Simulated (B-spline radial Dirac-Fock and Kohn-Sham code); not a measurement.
The computed values come from an atomic code on a B-spline grid: independent-particle photoionisation in a Dirac-Hartree-Slater potential with a Latter tail, all multipoles, thresholds from Dirac-Fock ΔSCF. Kinetic energies are from the vacuum level. Open shells are spread statistically over j, without multiplet splitting. Without correlation, outer binding energies are uncertain by a few eV, most for open f shells.

Q: A free atom or ion in its tabulated ground configuration is ionised with Ag Lα (2984.4 eV) photons and gives these photoelectron lines. Identify it and assign the lines.

```csv
kinetic energy (eV),relative cross section
2304.0,100.0
2412.1,45.7
2419.0,87.6
2864.9,14.4
2897.2,5.5
2898.1,10.5
2939.8,0.075
2939.9,0.11
```

A: V³⁺, [Ar] 3d2. Binding energies are hν less the kinetic energy: 2s 680.4 eV, 2p1/2 572.3 eV, 2p3/2 565.4 eV, 3s 119.5 eV, 3p1/2 87.20 eV, 3p3/2 86.34 eV, 3d3/2 44.57 eV, 3d5/2 44.50 eV.

Q: A free atom or ion in its tabulated ground configuration is ionised with 5650 eV photons and gives these photoelectron lines. Identify it and assign the lines.

```tsv
kinetic energy (eV)	relative cross section
111.3	100.0
4945.6	6.7
5053.7	1.7
5060.6	3.2
5510.3	0.99
5543.3	0.23
5544.2	0.43
5585.8	0.00083
5585.8	0.0012
```

A: V⁴⁺, [Ar] 3d1. Binding energies are hν less the kinetic energy: 1s 5538.7 eV, 2s 704.4 eV, 2p1/2 596.3 eV, 2p3/2 589.4 eV, 3s 139.7 eV, 3p1/2 106.7 eV, 3p3/2 105.8 eV, 3d3/2 64.25 eV, 3d5/2 64.16 eV.

Q: A free atom or ion in its tabulated ground configuration is ionised with 6780 eV photons and gives these photoelectron lines. Identify it and assign the lines.

```
kinetic energy (eV)  relative cross section
             2873.9                    54.3
             3161.6                    56.7
             3334.5                   100.0
             5967.4                    10.9
             6082.2                     8.3
             6113.5                    14.7
             6315.3                     2.7
             6321.3                     3.8
             6591.1                     2.2
             6630.5                     1.5
             6636.0                     2.6
             6694.7                    0.23
             6695.5                    0.32
```

A: Ag⁵⁺, [Kr] 4d6. Binding energies are hν less the kinetic energy: 2s 3906.1 eV, 2p1/2 3618.4 eV, 2p3/2 3445.5 eV, 3s 812.6 eV, 3p1/2 697.8 eV, 3p3/2 666.5 eV, 3d3/2 464.7 eV, 3d5/2 458.7 eV, 4s 188.9 eV, 4p1/2 149.5 eV, 4p3/2 144.0 eV, 4d3/2 85.26 eV, 4d5/2 84.48 eV.
